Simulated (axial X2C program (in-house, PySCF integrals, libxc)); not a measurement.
Potential curves of AuSi, with spin–orbit coupling

Calculated with an in-house relativistic program for diatomic molecules. Two-component (2c) means X2C with spin–orbit coupling and atomic mean-field two-electron Coulomb and Gaunt terms. Basis: Au dyall-cv3z [13s14p9d6f4g], Si dyall-v3z [8s7p2d1f] (cores contracted in-house); Gaussian nuclei, density fitting, unrestricted open shells. Masses: Au 196.967 u, Si 27.977 u.

State: Ω = 1/2 (⟨Sz⟩ = -0.49, ⟨Lz⟩ = 0.99 at HF). Energies in eV from the fragments at the same level (Au + Si). Fits are polynomials in 1 − R0/R over 0.85 to 1.23 times the lowest point R0.

| R (Å) | HF | PBE0 |
| --- | --- | --- |
| 1.9540 | 0.0277 | -2.2158 |
| 2.0439 | -0.5642 | -2.7212 |
| 2.1112 | -0.8427 | -2.9291 |
| 2.1786 | -1.0178 | -3.0320 |
| 2.2460 | -1.1142 | -3.0555 |
| 2.3246 | -1.1525 | -3.0110 |
| 2.4032 | -1.1323 | -2.9119 |
| 2.5043 | -1.0470 | -2.7318 |
| 2.6278 | -0.8891 | -2.4673 |
| 2.8075 | -0.6393 | -2.0498 |

The state is a single determinant with fixed occupations, the lowest that a limited PBE0 search found. Dissociation energies refer to the lowest single-determinant-based atoms at the same level and basis. Density functionals use the spin component along the axis (collinear). The 2c atoms are single determinants rather than J levels; their spin–orbit lowering is only partly caught, and De is too large by that part. This holds for PBE0. Without a current term, density functionals place determinants with orbital angular momentum somewhat too high.

(1) Fit the HF curve near its minimum: give the equilibrium distance, the harmonic wavenumber and the well depth.

(2) What are Re, ωe and De at the PBE0 level?

## Answers

(1) At HF, 2c: Re = 2.333 Å, ωe ≈ 317 cm⁻¹, De = 1.15 eV to Au + Si; Be follows as 0.126 cm⁻¹.

(2) At PBE0, 2c: Re = 2.237 Å, ωe ≈ 384 cm⁻¹, De = 3.06 eV to Au + Si; Be follows as 0.138 cm⁻¹.
